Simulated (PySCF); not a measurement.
## Electric field gradients and quadrupole coupling constants

Species: C₃H₉NOSSi.
Atom-mapped SMILES: `[CH3:1][S:2][SiH2:3][NH:4][C:5]([CH3:6])=[O:7]` (hydrogens: H8, H9, H10 on C1; H11, H12 on Si3; H13 on N4; H14, H15, H16 on C6)

Geometry (GFN2-xTB, Å), atoms numbered from 1 in this order:
```
atom  x, y, z in Å
C1     3.4997   -0.5568   -0.5917
S2     1.8567   -1.2934   -0.8159
Si3    0.7040    0.2990    0.0392
N4    -0.9127   -0.3220   -0.1477
C5    -1.8239    0.5421    0.3414
C6    -3.2723    0.1516    0.2548
O7    -1.4140    1.5816    0.8215
H8     4.2255   -1.2661   -0.9736
H9     3.5584    0.3726   -1.1483
H10    3.6749   -0.3772    0.4638
H11    0.9004    1.5014   -0.7584
H12    1.0605    0.4213    1.4455
H13   -1.1888   -1.1993   -0.5581
H14   -3.4306   -0.7893    0.7783
H15   -3.8896    0.9251    0.7024
H16   -3.5558    0.0182   -0.7876
```

Field gradients from the PBE0/pcSseg-1 density (PySCF, non-relativistic), principal values in atomic units, ordered |Vxx| ≤ |Vyy| ≤ |Vzz|:

```csv
atom,Vxx,Vyy,Vzz
S2,0.1699,2.1502,-2.3200
N4,0.1773,0.5261,-0.7034
O7,0.7101,0.7665,-1.4766
```

Q: Find the asymmetry η = (Vxx − Vyy)/Vzz and the couplings χ = eQV/h (234.96 MHz × Q in barn × V in au), with Q(33S) = −0.0678 b, Q(14N) = 0.02044 b, Q(17O) = −0.0256 b.

A: 
```csv
atom,environment,nucleus,η,χzz (MHz),χxx (MHz),χyy (MHz)
S2,sulfur bonded to C and Si,33S,0.85,36.96,-2.71,-34.25
N4,amide nitrogen,14N,0.50,-3.378,0.852,2.527
O7,amide oxygen,17O,0.04,8.88,-4.27,-4.61
```

The gradient is axial or nearly so (η below 0.05) at O7. The tensor is traceless: Vxx + Vyy + Vzz = 0.

Q: What is Vzz at N4 in SI units (1 au = 9.71736 × 10²¹ V/m²)?

A: -0.7034 au = -6.836 × 10²¹ V/m².

Q: And the gradient at the other heavy atoms, for which no coupling is worked out here?

A: 
| atom | environment | Vzz (au) | η |
| --- | --- | --- | --- |
| C1 | S-methyl carbon | 0.293 | 0.03 |
| Si3 | SiH2 silicon | -0.574 | 0.96 |
| C5 | amide carbonyl carbon | 0.450 | 0.39 |
| C6 | methyl carbon next to a carbonyl | 0.080 | 0.78 |

Q: What couplings would deuterons (Q(2H) = 0.00286 b) have in place of the hydrogens, at this geometry?

A: 
```csv
atom,bonded to,bond length (Å),Vzz (au),η,χzz (kHz)
H8,C1,1.084,0.3188,0.04,214
H9,C1,1.085,0.3151,0.03,212
H10,C1,1.085,0.3152,0.03,212
H11,Si3,1.456,0.1656,0.05,111
H12,Si3,1.456,0.1658,0.05,111
H13,N4,1.007,0.4161,0.16,280
H14,C6,1.088,0.3115,0.03,209
H15,C6,1.086,0.3128,0.01,210
H16,C6,1.088,0.3114,0.03,209
```

Isolated species at its GFN2-xTB geometry (one conformer only). GFN2-xTB bond lengths can be off by several hundredths of an ångström, more for odd bonds, and the gradients follow them. A larger basis could move these couplings by a tenth or more.
